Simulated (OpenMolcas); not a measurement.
# CH6ClSi2 (SMILES C[Si]([SiH3])Cl): methods side by side

CH6ClSi2 has 10 atoms, charge 0, and is taken as a doublet. As SMILES, `C[Si]([SiH3])Cl`. The coordinates come from a PBE0-D4/def2-TZVP relaxation.

Each level gives the vertical energy of the quartet above the doublet (eV). The values are calculated.

```
            level             kind     program  value (eV)  CPU time (all runs)
     UHF/def2-SVP     Hartree–Fock  OpenMolcas        6.40                 27 s
U-revPBE/def2-SVP              GGA  OpenMolcas        5.69              2.1 min
   UBLYP/def2-SVP              GGA  OpenMolcas        5.83              2.3 min
U-r2SCAN/def2-SVP         meta-GGA  OpenMolcas        5.84              2.6 min
  UM06-L/def2-SVP         meta-GGA  OpenMolcas        6.00              2.6 min
  UB3LYP/def2-SVP    global hybrid  OpenMolcas        6.10              2.1 min
 UM06-2X/def2-SVP  hybrid meta-GGA  OpenMolcas        6.21              2.7 min
   UPBE0/def2-SVP    global hybrid  OpenMolcas        6.01                2 min
```

The values span 5.69 to 6.40 eV. Times are those of the runs behind each value, whatever else they computed, on shared processors of several kinds: orders of magnitude only.
